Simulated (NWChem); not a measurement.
System: MgBrF; SMILES [F][Mg][Br]

```xyz
3

Mg     0.0000     0.0000     1.1793
F      0.0000     0.0000     2.9321
Br     0.0000     0.0000    -1.1583
```
Atoms are numbered in this order, from 1.

Results from NWChem. Structure relaxed at the PBE0/def2-SVP level.

Question: Estimate the computed values for LC-wPBE (HJS exchange hole, range parameter 0.4 per bohr)/def2-SVP. Quantities: highest occupied level (eV); orbital gap (eV); dipole (D).

Answer: 
- highest occupied level (eV) = -11.20
- orbital gap (eV) = 11.24
- dipole (D) = 0.07
